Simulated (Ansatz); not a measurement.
**Isomers**

Structures of CH$_{2}$BSe, doublet, relaxed at PBE0-D4/def2-TZVP (vibrations not checked; lower isomers may exist, and structures with a doubtful reference or unclear bonds are left out). Computed with Ansatz 0.2.0 (basis: def2-TZVPP); correlated methods freeze the cores; orbitals are unrestricted. Filled d shells of the heavier atoms are correlated. The def2 sets are not built for correlating such inner shells, so the correlated values are less sure here. B3LYP uses VWN-RPA correlation.

(1) Rank them by CCSD(T) energy, lowest first, and give each one's height above the lowest. Links in brackets join atoms within 1.22 times the sum of their covalent radii (1.1 for two metals). (To be estimated.)
A.
CH₂BSe ([CH][B][SeH])
```
5
angstrom
C -0.8825 -1.0927 0.1621
B -0.2191 0.0542 -0.0886
Se 0.5874 1.6956 -0.4912
H -1.3983 -2.0069 0.3660
H 1.9125 1.3498 0.0517
```
B.
CH₂BSe ([CH2][B][Se])
```
5
angstrom
C -0.8013 -1.1197 0.4910
B -0.2232 0.1055 -0.0566
Se 0.4717 1.5760 -0.7144
H -1.3992 -1.7958 -0.1112
H -0.6606 -1.4124 1.5262
```
C.
CH₂BSe ([B]1[CH][SeH]1)
```
5
angstrom
B -0.6926 -0.0750 0.5441
C 0.0577 -0.5213 -0.5184
Se 1.3165 0.3302 0.7473
H 0.3893 -0.9683 -1.4361
H 1.3969 1.7284 0.2336
```

(2) Do PBE-D4, r2SCAN-D4, PBE0-D4, B3LYP-D4, wB97M-V, HF, MP2 give the same order? (A judgement: the text doesn't fix the answer.)

No T1 diagnostic of these runs exceeds 0.023. ⟨S²⟩ of the unrestricted Hartree–Fock references: 0.82 to 0.84 (a pure state has 0.75). The unrestricted reference is spin-contaminated, which hurts MP2 most.

For scale, one of the runs: CCSD(T)/def2-TZVPP, 138 basis functions, launched by `ansatz run in.yaml --threads 2 --pin off --events-out ev --progress --plain --max-ram 4352MiB`. Hardware: 2 CPU threads of an Arm Neoverse V1, shared host. Wall time 95 s; peak host memory 1.8 GiB.

Results:

(1) Computed: B (0.0 kJ/mol), A (189.8 kJ/mol), C (291.2 kJ/mol). Heights count from the lowest.

(2) Computed: All do.
